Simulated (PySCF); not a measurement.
## Correlation energy of Be²⁺ (beryllium, charge +2)

1s2, closed-shell 1S. Computed with PySCF 2.14 in def2-QZVPPD, with no relativity, point nucleus. Frozen: nothing; 2 electrons correlated.

With two correlated electrons CCSD is exact within the correlated space (frozen core and kept virtual orbitals).

```tsv
level	correlation energy (mhartree)
CCSD	-35.00
```

Diagnostics: T1 = 0.00027, D1 = 0.0004, largest double amplitude 0.013.

Cost of the coupled-cluster step: of the order of 0.04 core-seconds, for 2 correlated electrons.

Iterations:

```
CC2 = 0
CCSD nocc = 1, nmo = 36
frozen orbitals []
max_cycle = 100
direct = 0
conv_tol = 1e-08
conv_tol_normt = 1e-06
diis_space = 8
diis_start_cycle = 0
Init t2, MP2 energy = -13.6428582578456  E_corr(MP2) -0.031576485447945
Init E_corr(CCSD) = -0.0315764854479455
cycle = 1  E_corr(CCSD) = -0.0346293811462034  dE = -0.0030528957  norm(t1,t2) = 0.00318125
cycle = 2  E_corr(CCSD) = -0.0349564388276738  dE = -0.000327057681  norm(t1,t2) = 0.000382611
cycle = 3  E_corr(CCSD) = -0.034998868397446  dE = -4.24295698e-05  norm(t1,t2) = 5.56632e-05
cycle = 4  E_corr(CCSD) = -0.034998228043732  dE = 6.40353714e-07  norm(t1,t2) = 3.7642e-06
cycle = 5  E_corr(CCSD) = -0.0349982067217984  dE = 2.13219336e-08  norm(t1,t2) = 1.28889e-07
cycle = 6  E_corr(CCSD) = -0.0349982067866952  dE = -6.48968171e-11  norm(t1,t2) = 1.29846e-08
CCSD converged
E(CCSD) = -13.64627997918435  E_corr = -0.03499820678669523
```

This basis was not built for core-valence correlation, so the inner-shell part is incomplete.
